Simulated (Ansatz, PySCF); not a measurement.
F3Si, SMILES F[Si](F)F, multiplicity 2. Atoms are numbered in the order given.

```xyz
4

F      1.2796    -0.7388    -0.2018
Si     0.0000     0.0000     0.3676
F      0.0000     1.4775    -0.2018
F     -1.2796    -0.7388    -0.2018
```
Charge 0, spin multiplicity 2.

Geometry: r2SCAN-D4/def2-TZVP. The isomer is the one that the SMILES or the coordinates give; other isomers of the formula were not compared.

Two levels are set side by side: PBE-D3(BJ)/def2-TZVP (Ansatz, a program for electronic structure) and r2SCAN-D4/def2-TZVP (Ansatz). Each level has its own optimised geometry; the coordinates shown are those of the second. Frequencies come from the Hessian of PySCF at each geometry. Differences are taken from unrounded values.

| quantity | r2SCAN-D4 | PBE-D3(BJ) | PBE-D3(BJ) minus r2SCAN-D4 |
|---|---|---|---|
| mean bond length (Å) | 1.583 | 1.602 | 0.019 |
| bond F1–Si2 (Å) | 1.583 | 1.602 | 0.019 |
| bond Si2–F3 (Å) | 1.583 | 1.602 | 0.019 |
| bond Si2–F4 (Å) | 1.583 | 1.602 | 0.019 |
| highest harmonic wavenumber (cm⁻¹) | 959 | 910 | -49 |
| mean harmonic wavenumber (cm⁻¹) | 619 | 587 | -32 |
| zero-point energy (kcal/mol) | 5.31 | 5.04 | -0.28 |
